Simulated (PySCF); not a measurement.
Correlation energy of Tc²⁺ (technetium, charge +2)

[Kr] 4d4 5s1, high-spin 6D determinant (an excited configuration). All numbers are calculated (PySCF 2.14, scalar relativity by spin-free X2C-1e, in x2c-TZVPPall with one added diffuse shell each of s, p, d, f type (9s7p7d3f1g, 95 functions)). Frozen: [Ar] 3d10; 13 electrons correlated.

```tsv
level	correlation energy (mhartree)
CCSD	-344.58
(T)	-7.87
CCSD(T)	-352.45
```

Diagnostics: T1 = 0.0053, D1 = 0.0223, largest double amplitude 0.024.

Cost of the coupled-cluster step: of the order of 40 core-seconds, for 13 correlated electrons.

This basis was not built for core-valence correlation, so the inner-shell part is incomplete.
